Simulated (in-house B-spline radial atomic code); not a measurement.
Cd²⁺. Computed with a B-spline radial atomic code. Model: non-relativistic spherical atom: semilocal Troullier-Martins pseudo-atom, one channel per l, against all electrons, high spin, G0W0 and RPA with empty states to l = 8, local potential for every l without a channel, a model core (radius 0 = none) keeps its share of the functional.

Without relativity these are model numbers for so heavy an element.

What the tables leave out is listed at the end.

The pseudopotential gives back the lowest level of each angular momentum of its own functional in the configuration it was made in; a second state of the same l is only approximately right. Exact exchange, RPA and GW see the smooth pseudo-orbitals and miss the exchange with the core, for which the functional's share stands in. The column with an uncorrelated core keeps all orbitals and exact exchange, and so separates missing core correlation from pseudisation. Only the three outermost levels and the lowest empty one were computed. RPA here is direct RPA, with no exchange kernel, and its energies carry an (l + 1/2)⁻⁴ tail. A hybrid on a potential with a model core restores only its own semilocal share of the core's exchange.

Command:
```bash
python run_psgw.py task.json out
```
Settings (lengths in bohr, energies in hartree):
```
Z                      48
electrons              46
configuration          [Kr] 4d10
generated_in           [Kr] 4d10
functional             pbe,pbe
core_shells            6
radius_factor          0.9
core_correction        True
```

Run time, properties included: 31 s on 1 thread of Arm Neoverse N1, with other jobs on the host.

Given: made with PBE; model core radius 0.578 bohr; local radius 0.764 bohr; mean-field start PBE.

Valence shells of the generating configuration: 4s, 4p, 4d.

Channel: s 0.745, p 0.777, d 0.875 (radii in bohr).

Computed: largest level miss in the spin-unpolarised generating configuration 0.005 eV; valence RPA correlation energy all-electron orbitals -1.1723 hartree; valence RPA correlation energy pseudo -1.2335 hartree; pseudo-atom RPA polarisability 4.8367 bohr³.

```json
{"level": "4d", "occupied": "1", "mean-field all-electron (eV)": "-30.855", "mean-field pseudo minus all (eV)": "0.001", "G0W0 all-electron (eV)": "-38.348", "G0W0 uncorrelated core minus all (eV)": "0.13", "G0W0 pseudo minus all (eV)": "-0.15", "exchange self-energy all-electron (eV)": "-39.549", "exchange self-energy pseudo (eV)": "-34.973"}
{"level": "5s (empty)", "occupied": "0", "mean-field all-electron (eV)": "-20.287", "mean-field pseudo minus all (eV)": "-0.302", "G0W0 all-electron (eV)": "-16.371", "G0W0 uncorrelated core minus all (eV)": "0.041", "G0W0 pseudo minus all (eV)": "-0.225", "exchange self-energy all-electron (eV)": "-3.9912", "exchange self-energy pseudo (eV)": "-3.179"}
```

(1) What is the all-electron RPA polarisability, core included?

Given: mean-field start PBE0.

Computed: valence RPA correlation energy pseudo -1.1744 hartree; all-electron RPA polarisability, core included 4.3181 bohr³; pseudo-atom RPA polarisability 4.2946 bohr³.

```csv
level,occupied,mean-field all-electron (eV),mean-field pseudo minus all (eV),G0W0 all-electron (eV),G0W0 uncorrelated core minus all (eV),G0W0 pseudo minus all (eV),exchange self-energy all-electron (eV),exchange self-energy pseudo (eV)
4d,1,-33.084,-0.049,-38.476,0.134,-0.188,-39.65,-35.096
5s (empty),0,-18.901,-0.134,-16.229,0.038,-0.096,-3.709,-2.9004
```

(2) What is the valence RPA correlation energy all-electron orbitals?

Results:

(1) 4.8537 bohr³.

(2) -1.1199 hartree.

Among the listed levels the largest G0W0 shift of the pseudo-atom is -0.23 eV, for 5s (empty) on the PBE start, while leaving the core uncorrelated moves that level by +0.04 eV. So pseudisation and the lost core exchange, not the missing core correlation, make the error. Not in the tables (levels of low weight, unsolved or above zero; the highest and the empty levels are kept at any weight): on PBE the G0W0 levels 4p (pseudo minus all -0.52 eV, weights 0.01 and 0.01), 4s (pseudo minus all -0.09 eV, weights 0.31 and 0.30); on PBE0 the G0W0 levels 4p (pseudo minus all -0.14 eV, weights 0.22 and 0.21), 4s (pseudo minus all +0.17 eV, weights 0.23 and 0.20); no Hartree-Fock pseudo-atom is run with a model core.
